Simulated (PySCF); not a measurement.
CH8Ge2.

```xyz
11

Ge     1.6537     0.0000    -0.1033
C      0.0000     0.0000     0.9580
Ge    -1.6537     0.0000    -0.1033
H      2.8867     0.0000     0.8214
H      1.7049    -1.2516    -0.9995
H      1.7049     1.2516    -0.9995
H      0.0000     0.8886     1.6102
H      0.0000    -0.8886     1.6102
H     -1.7049    -1.2516    -0.9995
H     -1.7049     1.2516    -0.9995
H     -2.8867     0.0000     0.8214
```

Geometry: TPSSh-D3(BJ)/def2-SVP.

All values below come from PBE/pcSseg-1 in PySCF. Non-relativistic, no solvent.

**Question.** Give the absolute GIAO shielding of each atom: isotropic value and principal components (ppm). (Estimate from the structure and the level; the computed values follow.)

**Answer.** 
```json
[
 {"atom": "Ge1", "σ(iso)": "1486.9", "σ11": "1412.5", "σ22": "1427.3", "σ33": "1620.7", "span": "208.3"},
 {"atom": "C2", "σ(iso)": "190.2", "σ11": "187.5", "σ22": "190.6", "σ33": "192.4", "span": "4.9"},
 {"atom": "Ge3", "σ(iso)": "1486.9", "σ11": "1412.5", "σ22": "1427.3", "σ33": "1620.7", "span": "208.3"},
 {"atom": "H4", "σ(iso)": "27.0", "σ11": "20.5", "σ22": "21.9", "σ33": "38.6", "span": "18.1"},
 {"atom": "H5", "σ(iso)": "27.3", "σ11": "20.9", "σ22": "23.2", "σ33": "37.8", "span": "16.9"},
 {"atom": "H6", "σ(iso)": "27.3", "σ11": "20.9", "σ22": "23.2", "σ33": "37.8", "span": "16.9"},
 {"atom": "H7", "σ(iso)": "31.0", "σ11": "24.6", "σ22": "29.2", "σ33": "39.3", "span": "14.7"},
 {"atom": "H8", "σ(iso)": "31.0", "σ11": "24.6", "σ22": "29.2", "σ33": "39.3", "span": "14.7"},
 {"atom": "H9", "σ(iso)": "27.3", "σ11": "20.9", "σ22": "23.2", "σ33": "37.8", "span": "16.9"},
 {"atom": "H10", "σ(iso)": "27.3", "σ11": "20.9", "σ22": "23.2", "σ33": "37.8", "span": "16.9"},
 {"atom": "H11", "σ(iso)": "27.0", "σ11": "20.5", "σ22": "21.9", "σ33": "38.6", "span": "18.1"}
]
```
